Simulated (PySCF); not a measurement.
Species: bromoacetonitrile, C2H2BrN.
Cartesian coordinates in Å at the PBE0-D3(BJ)/def2-SVP level; atoms count from 1:
```
atom  x, y, z in Å
N1     0.6834   -2.0725    0.0627
C2     0.2647   -0.9945    0.0330
C3    -0.2780    0.3490   -0.0037
Br4    1.1136    1.6949   -0.1221
H5    -0.8541    0.5513    0.9088
H6    -0.9297    0.4719   -0.8787
```

Lines to be assigned: C 1s: 292.96 (area 1), 293.81 (area 1) eV; N 1s: 405.71 eV.

Level of theory: PySCF 2.14.0, delta-SCF UKS SCAN, pcX-2 on the ionised atom, pcseg-1 elsewhere, spin-free X2C. Geometry: PBE0-D3(BJ)/def2-SVP; no solvent, vibrations or thermal averaging.

Assign the C 1s lines to atoms.

292.96 eV: C2 (nitrile carbon); 293.81 eV: C3 (sp3 C–Br carbon). Lowest listed C 1s: C2, bonded to N (triple bond) and C. Highest, 0.85 eV above it: C3, bonded to Br, C and 2 H. Summing the Pauling electronegativity differences to the bonded atoms, each weighted by its formal bond order, gives +1.47 for the lowest site and -0.29 for the highest; the largest sum, +1.47, belongs to C2, 0.85 eV below the top. The smallest sum, -0.29, belongs to C3, 0.85 eV above the lowest.

Bonded neighbours of each site: N1: C (triple bond); C2: N (triple bond) and C; C3: Br, C and 2 H.

Which photon wavelength matches the C 1s of C3 threshold?

λ = hc/E = 12398.42 eV Å / 293.81 eV = 42.199 Å.

No level of bromine is listed.
